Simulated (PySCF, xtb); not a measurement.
Be(Me)(OH) (CH4BeO), SMILES [CH3][Be][OH]. Other conformers were not sampled.

Harmonic wavenumbers (cm⁻¹) from GFN2-xTB (xtb) at its own minimum, in rising order: 189, 189, 525, 527, 548, 618, 618, 1371, 1393, 1533, 1533, 3005, 3009, 3035, 3875.

What does B3LYP-D3(BJ)/def2-TZVP (PySCF 2.14.0) give at its own minimum? (Estimate from the structure and the level; the computed values follow.)

19, 233, 248, 443, 613, 715, 717, 1238, 1390, 1453, 1455, 3014, 3074, 3078, 3980. Paired by order, the mean absolute difference is 90 cm⁻¹ and the zero-point energies are 31.4 and 31.0 kcal/mol.
